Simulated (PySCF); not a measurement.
Polarisability and C₆ of Sn²⁺ (tin, charge +2)

[Kr] 4d10 5s2, closed-shell 1S. All numbers are calculated (PySCF 2.14, scalar relativity by spin-free X2C-1e, in aug-cc-pwCVTZ-DK3). Coupled (time-dependent) response in atomic units; α is the mean over directions.

```
   method  mean α (bohr³)  C₆ (like pair)  S(−4)
      UHF           17.90           103.5  138.6
      PBE           14.85           83.67  88.68
     PBE0           15.56           88.06  99.38
BHandHLYP           15.79           89.26  103.4
     BP86           14.85           83.72  88.77
```

S(−4) is the Cauchy moment in α(ω) = α(0) + S(−4) ω² + …

α(iu) at BHandHLYP:

| u (hartree) | α(iu) (bohr³) |
| --- | --- |
| 0 | 15.79 |
| 0.0500 | 15.53 |
| 0.100 | 14.83 |
| 0.200 | 12.64 |
| 0.300 | 10.32 |
| 0.500 | 6.964 |
| 0.750 | 4.760 |
| 1.00 | 3.593 |
| 1.50 | 2.394 |
| 2.00 | 1.762 |
| 3.00 | 1.087 |
| 5.00 | 0.5285 |

A single London oscillator, α(iu) = α/(1 + u²/ω²), gives C₆ = (3/4) ω α². Matching the computed C₆ needs ω = 4 × 89.26 / (3 × 15.79²) = 0.477 hartree.

For an ion, C₆ is the dispersion term alone; charge-induced terms of lower order in 1/R come first.
